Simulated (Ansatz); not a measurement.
Basis sets compared for (H2Al-mu-NH2)2 (Al₂N₂H₈). Total charge 0; singlet. Geometry PBE0-D4/def2-SVP. Ansatz on 4 threads of Arm Neoverse V2 on a shared host; times are rough, and most runs start from earlier orbitals.

```xyz
12

Al    0.6376   -1.1914    0.4468
H     1.0165   -1.3081    1.9920
H     0.9342   -2.3389   -0.6208
N     1.2178    0.5534   -0.2599
Al   -0.6376    1.1905   -0.4490
H    -1.0189    1.3099   -1.9933
H    -0.9317    2.3367    0.6210
N    -1.2178   -0.5540    0.2584
H     1.7396    0.5033   -1.1360
H     1.7920    1.1026    0.3811
H    -1.7343   -0.5008    1.1376
H    -1.7971   -1.1032   -0.3779
```

B3LYP takes the VWN-RPA correlation.

Binding counts from free atoms (Al doublet, H doublet, N quartet) in the same basis, without a counterpoise term.

```tsv
level	functions	energy (Eh)	HOMO (eV)	LUMO (eV)	binding per atom (eV)	wall time
HF/STO-3G	36	-590.3409	-8.63	13.00	3.30	0.1 s
HF/6-31G	60	-597.4161	-11.11	2.45	2.16	0.25 s
PBE-D4/def2-SVP	104	-598.6416	-6.63	-0.72	3.26	0.85 s
B3LYP-D4/6-31G	60	-599.2731	-7.82	-0.35	3.11	0.75 s
PBE0-D4/def2-SVP	104	-598.7104	-7.93	0.07	3.22	1 s
```

(1) Estimate the rows for PBE-D4/def2-TZVP, B3LYP-D4/def2-TZVP, PBE0-D4/def2-TZVP.

Results:

(1) 
| level | functions | energy (Eh) | HOMO (eV) | LUMO (eV) | binding per atom (eV) | wall time |
| --- | --- | --- | --- | --- | --- | --- |
| PBE-D4/def2-TZVP | 184 | -598.9454 | -6.69 | -1.01 | 3.24 | 1.6 s |
| B3LYP-D4/def2-TZVP | 184 | -599.4378 | -7.78 | -0.49 | 3.26 | 1.9 s |
| PBE0-D4/def2-TZVP | 184 | -599.0084 | -7.96 | -0.26 | 3.21 | 2 s |
